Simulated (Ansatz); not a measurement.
A nudged elastic band was laid between two geometries of FH + GeH4O + H2O (11 atoms, charge 0, multiplicity 1).

All numbers below come from RKS B3LYP-D4/def2-SVP (Ansatz 0.2.0).

```json
{
 "movable images": "7",
 "climbing image": "yes",
 "spring": "5.0 eV/Å²",
 "optimiser": "quadratic models (default)",
 "start path": "through a guess of the saddle point",
 "force threshold": "0.05 eV/Å",
 "iteration limit": "60",
 "end points": "relaxed"
}
```

Image 0:

```xyz
11
Properties=species:S:1:pos:R:3
Ge -0.580 1.285 -0.748
O 0.967 0.319 -0.602
H -1.635 0.297 -1.242
H -0.897 1.988 0.577
H -0.262 2.331 -1.847
H -0.551 -1.139 1.361
F -1.354 -0.602 1.358
H 1.071 -1.037 0.424
O 0.826 -1.786 1.022
H 1.749 0.872 -0.725
H 0.667 -2.528 0.422
```

Image 8:

```xyz
11
Properties=species:S:1:pos:R:3
Ge -1.184 1.145 -0.609
O 1.510 0.373 -0.261
H -2.686 1.495 -0.756
H -0.471 2.268 0.152
H -0.598 0.727 -1.958
H -0.072 -1.464 0.992
F -1.287 -0.288 0.446
H 1.433 -0.527 0.130
O 0.783 -1.935 1.010
H 1.920 0.888 0.447
H 0.652 -2.681 0.407
```

**Question.** What changes between the two ends?

**Answer.** Bonds broken: Ge1–O2, H6–F7, H8–O9. Bonds formed: Ge1–F7, O2–H8, H6–O9. FH + GeH4O + H2O becomes FGeH3 + H2O + H2O.

**Question.** Give the energies along the band, and the barrier.

**Answer.** It converged. The highest image is number 4 of 0 to 8, 53.3 kJ/mol above the first end and 69.5 kJ/mol above the last; the last end lies 16.2 kJ/mol below the first. A vibrational analysis at the climbing image gives one clearly imaginary mode, 677i cm⁻¹: a first-order saddle point. The orbitals stay closed-shell, which can raise the energy where a bond breaks towards radicals; this wasn't checked here.

```tsv
image	path coordinate (Å)	energy (kJ/mol)	Ge1–O2 (Å)	H6–F7 (Å)	H8–O9 (Å)
0	0.00	0.0	1.83	0.97	0.99
1	0.43	0.3	1.83	0.97	0.99
2	0.86	2.3	1.83	0.97	0.99
3	1.29	21.1	1.86	1.03	1.02
4	1.71	53.3	1.94	1.31	1.21
5	2.68	28.3	2.36	1.69	1.66
6	3.64	-2.1	2.74	1.81	1.77
7	4.61	-14.6	2.85	1.78	1.78
8	5.57	-16.2	2.82	1.78	1.78
```

**Question.** What is the geometry of the highest image?

**Answer.** 
```xyz
11
Properties=species:S:1:pos:R:3
Ge -0.761 1.117 -0.502
O 0.877 0.073 -0.552
H -1.917 0.596 -1.370
H -1.021 1.980 0.747
H -0.022 2.136 -1.467
H -0.190 -1.185 1.140
F -1.207 -0.465 0.724
H 1.048 -0.783 0.270
O 0.815 -1.583 1.148
H 1.633 0.574 -0.882
H 0.746 -2.460 0.744
```

**Question.** What are the harmonic wavenumbers there?

**Answer.** 677i, 62, 252, 275, 350, 405, 482, 493, 529, 602, 651, 695, 707, 821, 968, 972, 1077, 1221, 1458, 1595, 1787, 1932, 2122, 2156, 2274, 3820, 3850 cm⁻¹.

The band took 16 iterations and of the order of 10 core-minutes.

Time of the run: 5.2 min on 2 threads of Arm Neoverse V1, on a shared host, peak memory 0.28 GiB.
